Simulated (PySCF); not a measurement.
# [La(OH)4]− at several levels of theory

Computed with PySCF 2.14.0 (density fitting, no spin-orbit coupling) at the geometry relaxed with PBE0:

```xyz
9
[La(OH)4]− (singlet)
La    0.0000    0.0000    0.0000
O     1.4227    1.1515    1.2926
H     1.9950    1.6849    1.8411
O    -1.4227   -1.1515    1.2926
H    -1.9950   -1.6849    1.8411
O     1.1515   -1.4227   -1.2926
H     1.6849   -1.9950   -1.8411
O    -1.1515    1.4227   -1.2926
H    -1.6849    1.9950   -1.8411
```

```
level                                              basis    state  HOMO (eV)  gap (eV)  charge on La1 (e)  population of f-type functions on La1 (polarisation alone where 4f lies in the core)  dipole about the centre of mass (D)  largest force component (eV/Å)
 PBE0  La lcecp-1-SVP with ECP46, O def2-SVP, H def2-SVP  singlet      -2.40      6.10               0.93                                                                                  0.10                                 0.00                            0.01
 TPSS                                           the same  singlet      -0.83      4.15               0.78                                                                                  0.10                                 0.00                            0.35
```

In the lcecp rows the 4f levels are missing from HOMO and gap, and the state counts the valence alone.

Charges are Mulliken's, which hang on the basis. The relaxation used the grid (50, 194), these runs (75, 302) or, all-electron (x2c bases, spin-free X2C Hamiltonian), (99, 590).

What does M06-L with La lcecp-1-SVP with ECP46, O def2-SVP, H def2-SVP give here?

state singlet, HOMO (eV) -0.85, gap (eV) 5.10, charge on La1 (e) 1.11, population of f-type functions on La1 (polarisation alone where 4f lies in the core) 0.10, dipole about the centre of mass (D) 0.00, largest force component (eV/Å) 0.18. Time: 22 s on 2 threads of AMD EPYC 7R43 64-Core Processor (Zen 3), with other jobs on the host, from an already converged density.

In the first row's basis the gap widens with exact exchange: 4.2 to 5.1 eV for TPSS, M06-L (none); 6.1 eV for PBE0 (a fixed share).
